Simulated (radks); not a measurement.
Ca, configuration [Ar] 4s2 (the NIST ground configuration). Method: non-relativistic Kohn-Sham, LDA (Slater exchange, Perdew-Wang correlation), spin-polarised, spherical densities, point nucleus; computed with a radial shooting solver on a logarithmic mesh with Libxc functionals.

Local quantities along the radius. ELF = 1/(1 + alpha^2) is the electron localisation function; alpha = (tau - tau_W)/tau_unif compares the Pauli kinetic energy density with that of the uniform gas (summed over spins); r v_xc is r times the local exchange-correlation potential of spin up (hartree bohr).

r (bohr)	ELF	alpha	r v_xc
0.002873	1.000	0.01251	-0.04792
0.003771	1.000	0.01312	-0.06215
0.00495	1.000	0.01398	-0.08032
0.006497	1.000	0.01520	-0.1033
0.008528	1.000	0.01696	-0.1320
0.01119	1.000	0.01960	-0.1673
0.01469	0.999	0.02371	-0.2097
0.01929	0.999	0.03047	-0.2591
0.02531	0.998	0.04238	-0.3144
0.03323	0.996	0.06533	-0.3724
0.04361	0.987	0.1146	-0.4280
0.05725	0.948	0.2337	-0.4743
0.07514	0.772	0.5427	-0.5060
0.09863	0.404	1.216	-0.5281
0.1295	0.257	1.700	-0.5679
0.1699	0.438	1.132	-0.6540
0.223	0.739	0.5947	-0.7635
0.2928	0.850	0.4203	-0.8382
0.3843	0.785	0.5226	-0.8307
0.5044	0.292	1.556	-0.7478
0.6621	0.129	2.597	-0.7265
0.869	0.656	0.7248	-0.8518
1.141	0.874	0.3792	-0.9427
1.497	0.792	0.5122	-0.9031
1.965	0.318	1.464	-0.7659
2.58	0.097	3.055	-0.6667
3.386	0.597	0.8211	-0.6840
4.444	0.991	0.09604	-0.6834
5.833	1.000	0.01022	-0.5886
7.657	1.000	0.0009490	-0.4178
10.05	1.000	0.00006324	-0.2324
13.19	1.000	2.308e-06	-0.09482

On this mesh the ELF has minima near r = 0.13, 0.58, 2.6 bohr, which separate the shells, and maxima near 0.29 (0.85), 1.1 (0.87).
